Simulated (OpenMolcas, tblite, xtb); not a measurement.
## InF (SMILES [F][In]): the dipole moment, rung by rung

InF has 2 atoms, charge 0, and is taken as a singlet. As SMILES, `[F][In]`. The coordinates come from a PBE0-D4/def2-TZVP relaxation.

```xyz
2

F     0.0000    0.0000    0.0159
In    0.0000    0.0000    2.0096
```

Quantity: the dipole moment, in D. The values are calculated.

```csv
level,kind,program,value (D),CPU time
GFN0-xTB,semi-empirical,xtb,5.99,under 2 s
IPEA1-xTB,semi-empirical,tblite,4.40,under 2 s
HF/def2-TZVPP (core potential),Hartree–Fock,OpenMolcas,3.28,5.6 s
SVWN5/def2-TZVPP (core potential),LDA,OpenMolcas,3.10,11 s
PBE/def2-TZVPP (core potential),GGA,OpenMolcas,3.02,14 s
M06-L/def2-TZVPP (core potential),meta-GGA,OpenMolcas,3.07,18 s
BHLYP/def2-TZVPP (core potential),global hybrid,OpenMolcas,3.39,12 s
PBE0/def2-TZVPP (core potential),global hybrid,OpenMolcas,3.20,13 s
```

The values span 3.02 to 5.99 D. CPU times are rough (shared hosts, several kinds of processor): they show what a rung costs within a factor of a few.
